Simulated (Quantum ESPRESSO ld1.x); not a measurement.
Values are calculated unless marked as measured or tabulated.
These are the eigenvalues of the occupied orbitals of an atom or ion with whole-number occupations (hartree). Code: ld1.x of Quantum ESPRESSO 7.5. Model: Dirac Kohn-Sham, LDA (Slater exchange, Hedin-Lundqvist correlation), spin-unpolarised, spherical densities, point nucleus.

| orbital | eigenvalue |
|---|---|
| 1s1/2 | -734.136 |
| 2s1/2 | -109.630 |
| 2p1/2 | -101.495 |
| 2p3/2 | -97.5821 |
| 3s1/2 | -24.1829 |
| 3p1/2 | -21.0820 |
| 3p3/2 | -20.4293 |
| 3d3/2 | -14.9325 |
| 3d5/2 | -14.8076 |
| 4s1/2 | -8.32348 |
| 4p1/2 | -7.31825 |

Which element is it, and in what charge state? The configuration may be excited. Open shells, if any, fill j = l - 1/2 first.

Answer. Z = 42, molybdenum, charge +10: Mo10+ in [Ar] 3d10 4s2 4p2. The list shows which subshells hold electrons but not how many an open one holds; the 1s level, -734.14 hartree, gives Z - s = 38.3 by -(Z - s)^2/2, which with screening and relativity narrows Z to a few neighbours, and the depths of the outer levels then fix element, charge and occupations together.
